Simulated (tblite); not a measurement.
A geometry optimisation, step by step.

Compound: C₆H₉F₃O₃.
Numbering: `[CH3:1][O:2][C@@H:3]([CH3:4])[C:5](=[O:6])[O:7][CH2:8][C:9]([F:10])([F:11])[F:12]` (hydrogens: H13, H14, H15 on C1; H16 on C3; H17, H18, H19 on C4; H20, H21 on C8)

Computed with GFN2-xTB (tblite), gas phase: L-BFGS steps from a force-field or distance-geometry start until the largest atomic force falls under 0.01 eV/Å. 4 of its 84 geometries are shown.

Step 0: E = -1192.7861 eV, largest atomic force 1.833 eV/Å
```
atom  x, y, z in Å  |  force x, y, z in eV/Å
C1     -2.350   -1.760   -0.050   -0.545   0.107   0.308
O2     -2.283   -0.534    0.671    0.848  -0.204  -0.277
C3     -1.322    0.374    0.137   -0.675   0.172   0.510
C4     -1.613    1.736    0.776    0.039   0.219   0.915
C5      0.143    0.002    0.371    0.237  -1.169   0.335
O6      0.544   -0.955    1.006   -0.375   1.581  -0.848
O7      0.964    0.887   -0.291    0.702  -1.054   0.568
C8      2.378    0.586   -0.194   -0.771   0.597   0.171
C9      2.831   -0.399   -1.272   -0.390  -0.103  -0.144
F10     4.144   -0.658   -1.148   -0.406   0.010  -0.135
F11     2.166   -1.574   -1.222    0.457   0.594  -0.154
F12     2.626    0.121   -2.506    0.188  -0.380   0.494
H13    -3.119   -2.388    0.436    0.363   0.407  -0.101
H14    -1.402   -2.292   -0.042    0.091   0.006  -0.026
H15    -2.673   -1.555   -1.079    0.108  -0.108  -0.048
H16    -1.501    0.456   -0.936    0.210   0.004  -0.414
H17    -1.435    1.686    1.869   -0.076  -0.092  -0.565
H18    -2.662    2.006    0.644    0.179  -0.151  -0.127
H19    -0.981    2.523    0.377    0.014  -0.115  -0.159
H20     2.908    1.532   -0.324   -0.044   0.058  -0.275
H21     2.630    0.223    0.806   -0.153  -0.378  -0.027
```

Step 28: E = -1192.9682 eV, largest atomic force 0.048 eV/Å
```
atom  x, y, z in Å  |  force x, y, z in eV/Å
C1     -2.314   -1.754   -0.050    0.009  -0.028  -0.002
O2     -2.249   -0.536    0.654    0.008  -0.013   0.003
C3     -1.343    0.390    0.125   -0.004   0.020  -0.002
C4     -1.594    1.742    0.794    0.001   0.035   0.014
C5      0.106    0.004    0.394    0.002  -0.002   0.028
O6      0.505   -0.817    1.165   -0.023   0.002  -0.015
O7      0.934    0.789   -0.349    0.004  -0.016   0.018
C8      2.318    0.565   -0.194    0.010  -0.016  -0.003
C9      2.814   -0.377   -1.292    0.010   0.000   0.011
F10     4.119   -0.641   -1.147    0.008   0.011  -0.002
F11     2.170   -1.546   -1.283   -0.007   0.013  -0.045
F12     2.656    0.149   -2.513    0.005  -0.026   0.008
H13    -3.067   -2.352    0.457   -0.026  -0.010  -0.001
H14    -1.361   -2.288   -0.035    0.038  -0.001   0.017
H15    -2.614   -1.590   -1.093   -0.009   0.005  -0.001
H16    -1.471    0.482   -0.967    0.008   0.004  -0.018
H17    -1.417    1.655    1.862   -0.002  -0.008   0.033
H18    -2.627    2.035    0.639   -0.014  -0.009  -0.025
H19    -0.931    2.490    0.372    0.002   0.048  -0.005
H20     2.835    1.523   -0.289   -0.020  -0.014  -0.003
H21     2.522    0.095    0.777    0.000   0.007  -0.008
```

Step 55: E = -1192.9741 eV, largest atomic force 0.031 eV/Å
```
atom  x, y, z in Å  |  force x, y, z in eV/Å
C1     -2.272   -1.754   -0.032    0.008  -0.001  -0.001
O2     -2.266   -0.516    0.643    0.001  -0.002  -0.016
C3     -1.356    0.418    0.131    0.006  -0.001   0.001
C4     -1.633    1.764    0.804   -0.002   0.004   0.004
C5      0.088    0.027    0.420    0.008  -0.016   0.003
O6      0.470   -0.761    1.234   -0.002   0.024  -0.019
O7      0.929    0.747   -0.370   -0.005  -0.015   0.010
C8      2.310    0.511   -0.209    0.002   0.001   0.007
C9      2.829   -0.386   -1.334   -0.005  -0.005  -0.005
F10     4.125   -0.672   -1.153   -0.002   0.001   0.000
F11     2.172   -1.545   -1.402   -0.015   0.002  -0.004
F12     2.724    0.193   -2.535   -0.004   0.006  -0.001
H13    -3.041   -2.354    0.449    0.002   0.009  -0.004
H14    -1.308   -2.264    0.050   -0.005  -0.009  -0.002
H15    -2.520   -1.619   -1.093    0.006  -0.007   0.009
H16    -1.466    0.518   -0.963    0.007  -0.017   0.004
H17    -1.494    1.668    1.877   -0.001  -0.003   0.008
H18    -2.664    2.044    0.612   -0.003   0.018   0.004
H19    -0.966    2.526    0.412   -0.001   0.003  -0.006
H20     2.831    1.470   -0.257    0.008   0.003  -0.001
H21     2.499    0.003    0.746   -0.003   0.004   0.012
```

Step 83: E = -1192.9760 eV, largest atomic force 0.007 eV/Å
```
atom  x, y, z in Å  |  force x, y, z in eV/Å
C1     -2.241   -1.764   -0.024    0.002  -0.003  -0.002
O2     -2.264   -0.513    0.627    0.004  -0.003  -0.004
C3     -1.348    0.422    0.129    0.000   0.003   0.002
C4     -1.643    1.769    0.794    0.000   0.002  -0.001
C5      0.094    0.038    0.438   -0.004  -0.003  -0.005
O6      0.472   -0.753    1.250    0.001  -0.001  -0.003
O7      0.939    0.767   -0.340   -0.004   0.003   0.000
C8      2.318    0.508   -0.197   -0.003  -0.002   0.001
C9      2.795   -0.381   -1.347   -0.002  -0.003  -0.001
F10     4.072   -0.743   -1.176    0.000   0.004  -0.003
F11     2.074   -1.500   -1.451   -0.003  -0.003   0.001
F12     2.721    0.239   -2.530    0.006   0.003   0.002
H13    -3.049   -2.343    0.417    0.002  -0.005   0.001
H14    -1.292   -2.286    0.132   -0.001   0.003   0.000
H15    -2.416   -1.650   -1.101    0.003   0.004   0.003
H16    -1.438    0.515   -0.967   -0.002   0.000   0.007
H17    -1.526    1.673    1.870    0.001   0.004  -0.002
H18    -2.671    2.049    0.581    0.003   0.002   0.000
H19    -0.970    2.532    0.415    0.001  -0.002  -0.001
H20     2.856    1.457   -0.237    0.000  -0.001  -0.001
H21     2.509   -0.018    0.748   -0.003  -0.001   0.004
```

Q: Summarise the path.

A: The energy falls by 4.38 kcal/mol from step 0 to step 83; nine tenths of that is first reached at step 14. It falls at every step. The largest force goes from 1.833 to 0.007 eV/Å. Among the bonds O7–C8 changes most, from 1.449 to 1.411 Å; the atoms move by 0.156 Å rms after alignment.

Q: Follow the three bonds and two angles with the largest change from start to end.

A: 
```json
{"step": "0", "E above end (kcal/mol)": "4.38", "largest force (eV/Å)": "1.833", "O7–C8 (Å)": "1.449", "O2–C3 (Å)": "1.426", "C4–H17 (Å)": "1.108", "H20–C8–H21 (°)": "106.6", "O2–C3–C5 (°)": "115.7"}
{"step": "4", "E above end (kcal/mol)": "1.06", "largest force (eV/Å)": "0.199", "O7–C8 (Å)": "1.417", "O2–C3 (Å)": "1.408", "C4–H17 (Å)": "1.088", "H20–C8–H21 (°)": "109.4", "O2–C3–C5 (°)": "113.0"}
{"step": "7", "E above end (kcal/mol)": "0.66", "largest force (eV/Å)": "0.148", "O7–C8 (Å)": "1.415", "O2–C3 (Å)": "1.402", "C4–H17 (Å)": "1.088", "H20–C8–H21 (°)": "111.8", "O2–C3–C5 (°)": "111.9"}
{"step": "11", "E above end (kcal/mol)": "0.50", "largest force (eV/Å)": "0.073", "O7–C8 (Å)": "1.410", "O2–C3 (Å)": "1.401", "C4–H17 (Å)": "1.086", "H20–C8–H21 (°)": "111.5", "O2–C3–C5 (°)": "111.8"}
{"step": "14", "E above end (kcal/mol)": "0.43", "largest force (eV/Å)": "0.068", "O7–C8 (Å)": "1.410", "O2–C3 (Å)": "1.401", "C4–H17 (Å)": "1.087", "H20–C8–H21 (°)": "110.9", "O2–C3–C5 (°)": "111.6"}
{"step": "18", "E above end (kcal/mol)": "0.33", "largest force (eV/Å)": "0.094", "O7–C8 (Å)": "1.408", "O2–C3 (Å)": "1.401", "C4–H17 (Å)": "1.086", "H20–C8–H21 (°)": "111.1", "O2–C3–C5 (°)": "112.0"}
{"step": "22", "E above end (kcal/mol)": "0.25", "largest force (eV/Å)": "0.078", "O7–C8 (Å)": "1.410", "O2–C3 (Å)": "1.402", "C4–H17 (Å)": "1.087", "H20–C8–H21 (°)": "111.5", "O2–C3–C5 (°)": "112.2"}
{"step": "25", "E above end (kcal/mol)": "0.21", "largest force (eV/Å)": "0.057", "O7–C8 (Å)": "1.410", "O2–C3 (Å)": "1.401", "C4–H17 (Å)": "1.087", "H20–C8–H21 (°)": "111.6", "O2–C3–C5 (°)": "112.4"}
{"step": "29", "E above end (kcal/mol)": "0.17", "largest force (eV/Å)": "0.053", "O7–C8 (Å)": "1.411", "O2–C3 (Å)": "1.400", "C4–H17 (Å)": "1.086", "H20–C8–H21 (°)": "111.3", "O2–C3–C5 (°)": "112.3"}
{"step": "32", "E above end (kcal/mol)": "0.15", "largest force (eV/Å)": "0.041", "O7–C8 (Å)": "1.410", "O2–C3 (Å)": "1.401", "C4–H17 (Å)": "1.087", "H20–C8–H21 (°)": "111.2", "O2–C3–C5 (°)": "112.1"}
{"step": "36", "E above end (kcal/mol)": "0.13", "largest force (eV/Å)": "0.041", "O7–C8 (Å)": "1.410", "O2–C3 (Å)": "1.401", "C4–H17 (Å)": "1.086", "H20–C8–H21 (°)": "111.2", "O2–C3–C5 (°)": "112.1"}
{"step": "40", "E above end (kcal/mol)": "0.10", "largest force (eV/Å)": "0.064", "O7–C8 (Å)": "1.410", "O2–C3 (Å)": "1.402", "C4–H17 (Å)": "1.087", "H20–C8–H21 (°)": "111.5", "O2–C3–C5 (°)": "112.1"}
{"step": "43", "E above end (kcal/mol)": "0.08", "largest force (eV/Å)": "0.027", "O7–C8 (Å)": "1.410", "O2–C3 (Å)": "1.401", "C4–H17 (Å)": "1.087", "H20–C8–H21 (°)": "111.4", "O2–C3–C5 (°)": "112.2"}
{"step": "47", "E above end (kcal/mol)": "0.07", "largest force (eV/Å)": "0.032", "O7–C8 (Å)": "1.410", "O2–C3 (Å)": "1.401", "C4–H17 (Å)": "1.086", "H20–C8–H21 (°)": "111.3", "O2–C3–C5 (°)": "112.3"}
{"step": "51", "E above end (kcal/mol)": "0.06", "largest force (eV/Å)": "0.029", "O7–C8 (Å)": "1.410", "O2–C3 (Å)": "1.401", "C4–H17 (Å)": "1.087", "H20–C8–H21 (°)": "111.1", "O2–C3–C5 (°)": "112.2"}
{"step": "54", "E above end (kcal/mol)": "0.05", "largest force (eV/Å)": "0.038", "O7–C8 (Å)": "1.411", "O2–C3 (Å)": "1.401", "C4–H17 (Å)": "1.086", "H20–C8–H21 (°)": "111.2", "O2–C3–C5 (°)": "112.0"}
{"step": "58", "E above end (kcal/mol)": "0.04", "largest force (eV/Å)": "0.019", "O7–C8 (Å)": "1.411", "O2–C3 (Å)": "1.401", "C4–H17 (Å)": "1.087", "H20–C8–H21 (°)": "111.4", "O2–C3–C5 (°)": "112.0"}
{"step": "61", "E above end (kcal/mol)": "0.04", "largest force (eV/Å)": "0.014", "O7–C8 (Å)": "1.411", "O2–C3 (Å)": "1.401", "C4–H17 (Å)": "1.087", "H20–C8–H21 (°)": "111.2", "O2–C3–C5 (°)": "111.9"}
{"step": "65", "E above end (kcal/mol)": "0.03", "largest force (eV/Å)": "0.023", "O7–C8 (Å)": "1.411", "O2–C3 (Å)": "1.401", "C4–H17 (Å)": "1.087", "H20–C8–H21 (°)": "111.2", "O2–C3–C5 (°)": "111.9"}
{"step": "69", "E above end (kcal/mol)": "0.02", "largest force (eV/Å)": "0.033", "O7–C8 (Å)": "1.411", "O2–C3 (Å)": "1.401", "C4–H17 (Å)": "1.086", "H20–C8–H21 (°)": "111.4", "O2–C3–C5 (°)": "112.0"}
{"step": "72", "E above end (kcal/mol)": "0.01", "largest force (eV/Å)": "0.021", "O7–C8 (Å)": "1.411", "O2–C3 (Å)": "1.401", "C4–H17 (Å)": "1.087", "H20–C8–H21 (°)": "111.3", "O2–C3–C5 (°)": "112.2"}
{"step": "76", "E above end (kcal/mol)": "0.01", "largest force (eV/Å)": "0.020", "O7–C8 (Å)": "1.411", "O2–C3 (Å)": "1.401", "C4–H17 (Å)": "1.087", "H20–C8–H21 (°)": "111.3", "O2–C3–C5 (°)": "112.2"}
{"step": "79", "E above end (kcal/mol)": "0.00", "largest force (eV/Å)": "0.015", "O7–C8 (Å)": "1.411", "O2–C3 (Å)": "1.401", "C4–H17 (Å)": "1.086", "H20–C8–H21 (°)": "111.2", "O2–C3–C5 (°)": "112.3"}
{"step": "83", "E above end (kcal/mol)": "0.00", "largest force (eV/Å)": "0.007", "O7–C8 (Å)": "1.411", "O2–C3 (Å)": "1.401", "C4–H17 (Å)": "1.087", "H20–C8–H21 (°)": "111.3", "O2–C3–C5 (°)": "112.2"}
```

Run on one thread of an Arm Neoverse V1, on a shared host.
